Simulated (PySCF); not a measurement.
Species: C5H6FNO2.
Numbering: `[CH2:1]=[CH:2][O:3]/[C:4](=[CH:5]\[F:6])[C:7]([NH2:8])=[O:9]` (hydrogens: H10, H11 on C1; H12 on C2; H13 on C5; H14, H15 on N8)

Computed geometry: GFN2-xTB, gas phase.

Problem. Give the optimised bond lengths and angles.

Solution. 
```
  bond  length (pm)
 C1=C2        132.1
 C2–O3        137.1
 O3–C4        136.1
 C4=C5        133.4
 C5–F6        134.3
 C4–C7        150.6
 C7–N8        134.6
 C7=O9        121.1
C1–H10        107.5
C1–H11        107.2
C2–H12        108.0
C5–H13        107.8
N8–H14        100.6
N8–H15        100.5
```

A selection of angles:
```
    angle  degrees
 C1–C2–O3    120.8
 C2–O3–C4    120.4
 O3–C4–C5    129.5
 O3–C4–C7    114.0
 C5–C4–C7    116.4
 C4–C5–F6    125.7
 C4–C7–N8    113.7
 C4–C7–O9    122.3
 N8–C7–O9    123.9
H14–N8–C7    119.0
H15–N8–C7    120.7
```

Dihedral angles: C1–C2–O3–C4 -162° (antiperiplanar); C2–O3–C4–C5 20° (synperiplanar); O3–C4–C5–F6 0° (synperiplanar); O3–C4–C7–N8 -1° (synperiplanar). The mirror-image conformer, all signs reversed, is as good.

H15 on N8 lies 2.17 Å from O3, 4 bonds away (angle at H 104°; Bondi radii sum to 2.72 Å). The 3 C–O bonds span 1.211 Å (C7=O9, drawn double) to 1.371 Å (C2–O3, drawn single), a spread of 0.160 Å. N8 (amide nitrogen) is planar (angles 120.7°, 120.2° and 119.0°, sum 359.9°, 0.02 Å off the plane of its three neighbours). The 3 C–C bonds span 1.321 Å (C1=C2, drawn double) to 1.506 Å (C4–C7, drawn single), a spread of 0.185 Å. Of the pairs four or more bonds apart, those above aside, F6···H12 is among the closest relative to their van der Waals radii: 2.32 Å, 87 % of the sum of Bondi's values.

Point group: C1 (no symmetry element, even within 0.4 Å). Stationary, but not proved a minimum. The numbers are those of one conformer (C1–C2–O3–C4 -162°, C2–O3–C4–C5 20°, O3–C4–C7–N8 -1°, C4–C7–N8–H -179° and -2°).
